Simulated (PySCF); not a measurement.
C6H9N2 (charge +1).
Bonds: C1–N2, N2–C3 (aromatic), C3–C4 (aromatic), C4–C5 (aromatic), C5–C6 (aromatic), C6–C7 (aromatic), C7–N8, N2–C7 (aromatic). Hydrogens: H9, H10, H11 on C1; H12 on C3; H13 on C4; H14 on C5; H15 on C6; H16, H17 on N8.

Theory: PySCF 2.14.0, BHandHLYP/def2-SV(P) geometry optimisation, gas phase.

(1) What internal coordinates does the optimisation give?

## Answers

(1) 
| bond | length (pm) |
| --- | --- |
| C1–N2 | 146.3 |
| N2–C3 | 136.4 |
| C3–C4 | 135.7 |
| C4–C5 | 140.8 |
| C5–C6 | 136.6 |
| C6–C7 | 141.0 |
| C7–N8 | 133.6 |
| N2–C7 | 135.3 |
| C1–H9, C1–H10, C1–H11 | 109.2 |
| C3–H12 | 108.3 |
| C4–H13 | 108.3 |
| C5–H14 | 108.5 |
| C6–H15 | 108.4 |
| N8–H16, N8–H17 | 100.5 |

Bonds in one row agree within 1 pm and their mean is given. A selection of angles:
| angle | degrees |
| --- | --- |
| C1–N2–C3 | 119.3 |
| C1–N2–C7 | 119.8 |
| C3–N2–C7 | 120.9 |
| N2–C3–C4 | 122.0 |
| C3–C4–C5 | 118.2 |
| C4–C5–C6 | 120.1 |
| C5–C6–C7 | 120.1 |
| C6–C7–N8 | 121.4 |
| N2–C7–C6 | 118.8 |
| N2–C7–N8 | 119.9 |
| H16–N8–C7 | 123.7 |
| H17–N8–C7 | 119.4 |

C3 (aromatic CH next to a ring nitrogen) is planar (angles 122.5°, 122.0° and 115.5°, sum 360.0°, 0.00 Å off the plane of its three neighbours). The 8 heavy atoms lie in one plane (0.000 Å rms). C7 (aromatic carbon bearing nitrogen) is planar (angles 121.4°, 119.9° and 118.8°, sum 360.0°, 0.00 Å off the plane of its three neighbours). C6 (aromatic CH carbon) is planar (angles 121.4°, 120.1° and 118.5°, sum 360.0°, 0.00 Å off the plane of its three neighbours). The C–C distances run from 1.357 Å (C3–C4, aromatic) to 1.410 Å (C6–C7, aromatic), a spread of 0.053 Å. N2 (pyridinium-type nitrogen) is planar (angles 120.9°, 119.8° and 119.3°, sum 360.0°, 0.00 Å off the plane of its three neighbours). Of the pairs four or more bonds apart, C1···H16 is among the closest relative to their van der Waals radii: 2.43 Å, 84 % of the sum of Bondi's values.

Point group: Cs (every atom within 0.08 Å of its image). Stationary, but not proved a minimum. Geometry: BHandHLYP/def2-SV(P); no solvent, vibrations or thermal averaging.

The values belong to the conformer `[CH3:1][n+:2]1[cH:3][cH:4][cH:5][cH:6][c:7]1[NH2:8]`: H–N8–C7–C6 180°, H–N8–C7–C6 0°.
